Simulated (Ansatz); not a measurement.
The lowest singlet and triplet of SH (SMILES [SH+]); geometries from B3LYP-D3(BJ)/def2-TZVP, each state relaxed from the structure named, with no frequency check, low spin by broken symmetry.
Singlet at the triplet's geometry (charge 1, multiplicity 1):
```xyz
2

S      0.0000     0.0000    -0.0807
H      0.0000     0.0000     1.2904
```

A positive gap puts the triplet lower; no zero-point energy. R- takes a restricted singlet, here one determinant of a half-filled degenerate or near-degenerate pair, which mixes singlet states. The triplet is unrestricted in single-reference levels. Active spaces average the two states.

Cores are frozen in the correlated methods.

Codes used: Ansatz (Gaussian basis) for Hartree–Fock, density functionals and correlated methods. Values without a source in brackets are computed.

```csv
level,"gap E(singlet) − E(triplet), vertical, at the triplet's geometry (kJ/mol)"
R-HF/cc-pV(Q+d)Z,239.6
R-B2PLYP/def2-TZVPP,178.2
R-CCSD/cc-pV(D+d)Z,169.6
R-CCSD(T)/cc-pV(Q+d)Z,144.1
"SA-CASSCF(6,5)/cc-pV(D+d)Z",163.2
"SA-CASSCF(6,5)/cc-pV(T+d)Z",…
"FIC-NEVPT4(SD) on SA-CASSCF(6,5)/cc-pV(Q+d)Z",120.5
"FIC-MRCISD+Q on SA-CASSCF(6,5)/cc-pV(T+d)Z",…
"FIC-MRCISD+Q on SA-CASSCF(6,5)/cc-pV(Q+d)Z",118.7
```

**Question.** Complete the blanks.

**Answer.** 
- SA-CASSCF(6,5)/cc-pV(T+d)Z, gap E(singlet) − E(triplet), vertical, at the triplet's geometry (kJ/mol): 156.4
- FIC-MRCISD+Q on SA-CASSCF(6,5)/cc-pV(T+d)Z, gap E(singlet) − E(triplet), vertical, at the triplet's geometry (kJ/mol): 123.4

Doubts at one or more of the structures used: a restricted determinant that unrestricted orbitals would lower (R-HF/cc-pV(Q+d)Z, R-B2PLYP/def2-TZVPP, R-CCSD/cc-pV(D+d)Z, R-CCSD(T)/cc-pV(Q+d)Z).

Ansatz is a quantum-chemistry and plane-wave program.
